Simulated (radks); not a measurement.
Question: The chlorine ion Cl2+, configuration [Ne] 3s1 3p4 (not the ground configuration). Calculated with a radial shooting solver on a logarithmic mesh with Libxc functionals: Dirac Kohn-Sham, PBEsol, spin-unpolarised, spherical densities, finite nucleus; open shells fill j = l - 1/2 first; Fermi nuclear charge, rms radius 3.3654 fm. Some entries of the table are withheld. Estimate them.

| orbital | occ. | eigenvalue (eV) | <r> (bohr) | r(max) (bohr) |
|---|---|---|---|---|
| 1s1/2 | 2 | -2776.325 | (1) | 0.05952 |
| 2s1/2 | 2 | (2) | 0.4442 | 0.3621 |
| 2p1/2 | 2 | (3) | 0.4049 | 0.3003 |
| 2p3/2 | 4 | (4) | 0.4073 | 0.3021 |
| 3s1/2 | 1 | (5) | 1.438 | 1.246 |
| 3p1/2 | 2 | -32.2664 | 1.589 | 1.341 |
| 3p3/2 | 2 | -32.1007 | 1.595 | 1.346 |

Answer: 
(1) 1s1/2 <r> (bohr): 0.09106
(2) 2s1/2 eigenvalue (eV): -281.1884
(3) 2p1/2 eigenvalue (eV): -221.6122
(4) 2p3/2 eigenvalue (eV): -219.9137
(5) 3s1/2 eigenvalue (eV): -45.4010
